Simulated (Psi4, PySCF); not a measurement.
The Psi4 input:
```
memory 2 GB

molecule mol {
-1 2
F    -1.402087   -0.301991    1.136996
C    -0.674389   -0.338601   -0.040561
F    -1.473304    0.401076   -0.995341
C     0.698837   -0.279846    0.066407
F     1.425261   -0.284234   -1.112497
F     1.433831    0.597447    0.953611
}

set {
  basis def2-svpd
  reference uks
  scf_type pk
  puream true
  d_convergence 1e-8
  dft_radial_points 99
  dft_spherical_points 590
}

energy('cam-b3lyp')
print_variables()
```

**Question.** Give the equivalent PySCF input.

**Answer.** One answer among several that fit: 
```python
from pyscf import gto, scf, dft

mol = gto.M(
    atom='''
F    -1.40208683   -0.30199118    1.13699616
C    -0.67438902   -0.33860083   -0.04056124
F    -1.47330388    0.40107555   -0.99534071
C     0.69883674   -0.27984565    0.06640714
F     1.42526080   -0.28423375   -1.11249685
F     1.43383143    0.59744702    0.95361079
''',
    basis='def2-svpd',
    charge=-1,
    spin=1,
    verbose=3,
)

mf = dft.UKS(mol)
mf.xc = 'camb3lyp'
mf.grids.atom_grid = (99, 590)
mf.grids.prune = None
mf.kernel()
```

Both were run: Psi4 gave -475.051097 Eh and PySCF -475.051097 Eh, 0.000 mEh apart.
